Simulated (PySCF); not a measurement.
Selenium hexafluoride, F6Se, SMILES F[Se](F)(F)(F)(F)F (PBE0/def2-SVP optimised geometry):

```
7

F     -0.001     1.704     0.000
Se     0.000     0.000     0.000
F      1.704     0.000     0.000
F      0.001     0.000    -1.704
F     -1.704     0.000     0.000
F     -0.001     0.000     1.704
F      0.001    -1.704     0.000
```

Level of theory: PBE0/def2-TZVP (PySCF).

Task: What are the frontier orbital energies and the dipole moment?

Result: HOMO-2 -12.73 eV, HOMO-1 -12.73 eV, HOMO -12.72 eV, LUMO -3.77 eV, LUMO+1 1.71 eV; dipole moment 0.00 D.

On the same geometry PBE/def2-TZVP (PySCF) gives HOMO-2 -10.42 eV, HOMO-1 -10.42 eV, HOMO -10.42 eV, LUMO -4.86 eV, LUMO+1 0.43 eV; dipole moment 0.00 D.

Meta-Löwdin charges at PBE0/def2-TZVP: F1 -0.43, Se2 2.61, F3 -0.43, F4 -0.43, F5 -0.43, F6 -0.43, F7 -0.43.
